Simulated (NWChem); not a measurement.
**Basis-set convergence for GeSe**

```xyz
2

Ge     0.0000     0.0000     1.1032
Se     0.0000     0.0000    -1.0383
```
Charge 0, spin multiplicity 1.

Everything below was run with NWChem. Structure: optimised with PBE0/def2-SVP, a minimum by its harmonic frequencies.

Quantity: dipole moment at the level PBE0.

The Hamiltonian is non-relativistic. The structure started from a generated list of species.

Costs are rough ratios of processor time within this set of runs, SCF included, with pcseg-1 as 1.

```tsv
basis	functions	dipole moment (D)	relative cost
pcseg-1	54	[?]	1
aug-cc-pVDZ	72	1.87	10
pcseg-2	86	[?]	3
cc-pVTZ	86	1.88	20
def2-TZVPP	96	1.90	under 3
def2-TZVP	96	1.90	under 3
def2-TZVPD	111	1.90	under 3
aug-cc-pVTZ	118	1.89	30
cc-pVQZ	136	1.89	50
def2-QZVP	150	1.89	10
```

Problem. Some entries are withheld; supply them.

Solution. 
- pcseg-1, dipole moment (D): 1.81
- pcseg-2, dipole moment (D): 1.96
